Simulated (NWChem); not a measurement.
**Lowest excitation of H₃Sn (+1)**

SMILES: [SnH3+]
```xyz
4

Sn     0.0000     0.0000     0.0000
H      0.0000     0.0000     1.7119
H      1.4826     0.0000    -0.8559
H     -1.4826     0.0000    -0.8559
```
Charge +1, spin multiplicity 1.

All runs are NWChem calculations. All single points use one geometry, from PBE/def2-SVP with def2 effective core potentials on Sn, a minimum by its harmonic frequencies.

Basis set: def2-SVPD.

| method | lowest vertical singlet excitation energy (eV) | relative cost | difference from EOM-CCSD |
|---|---|---|---|
| CIS | 5.96 | 1 | +0.78 |
| TDA-PBE0 | 5.05 | under 3 | -0.13 |
| TD-PBE | 4.70 | under 3 | -0.48 |
| EOM-CCSD | 5.19 | under 3 | 0.00 |
| TD-B3LYP | 4.88 | under 3 | -0.30 |

The values span 1.26 eV, from TD-PBE (lowest) to CIS (highest). Costs are rough ratios of processor time within this set of runs, SCF included, with CIS as 1.

Effective core potentials replace the inner electrons of Sn; spin-orbit coupling is left out. The correlated methods keep 4 core orbitals frozen. B3LYP has NWChem's definition, with VWN1-RPA local correlation. The spin multiplicity of the parent species was assumed, not shown to be that of its ground state. The structure started from a generated list of species. No row is a measurement; the coupled-cluster row has its own basis-set and correlation limits.
